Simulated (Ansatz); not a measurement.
System: AlH₄ (charge -1, singlet). 
Geometry from a B3LYP-D3(BJ)/def2-TZVP (Ansatz, a first-principles code) optimisation:
SMILES: [AlH4-]
```xyz
5

Al     0.0000     0.0000     0.0000
H      1.1863    -0.2312     1.1097
H     -1.1818     0.9346     0.6495
H     -0.6289    -1.4506    -0.4386
H      0.6245     0.7472    -1.3206
```
Charge -1, spin multiplicity 1.

Basis-set convergence of Hartree-Fock and CCSD(T) correlation energies (hartree) with Ansatz. Cores are frozen in the correlated levels unless marked. No spin-orbit coupling. Non-relativistic.

| basis | functions | E(HF) | E(corr, CCSD(T)) |
|---|---|---|---|
| aug-cc-pV(D+d)Z | 68 | -244.23964 | -0.14847 |
| aug-cc-pV(T+d)Z | 147 | -244.25045 | -0.16527 |
| aug-cc-pV(Q+d)Z | 273 | -244.25373 | -0.16968 |

Extrapolating the two largest sets (X = 3 and 4) as X^-3: E(corr) = (64·(-0.16968) - 27·(-0.16527))/37 = -0.1729 Eh, an estimate of the basis-set limit. The largest set recovers 98.1 % of it, the smallest 85.9 %.
